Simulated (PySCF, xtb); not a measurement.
Te(H)(iPr) (C₃H₈Te), SMILES CC(C)[TeH].

GFN2-xTB (xtb) at its own geometry gives an orbital gap of 4.17 eV and a dipole moment of 1.22 D.

Geometry: B3LYP-D3(BJ)/def2-SVP. The def2 effective core potentials stand for the cores of Te; spin–orbit coupling is left out.

Q: What does PBE0/def2-TZVP (PySCF) give? (Estimate from the structure and the level; the computed values follow.)

A: gap 5.30 eV (levels -6.02 and -0.72 eV), dipole 1.57 D.
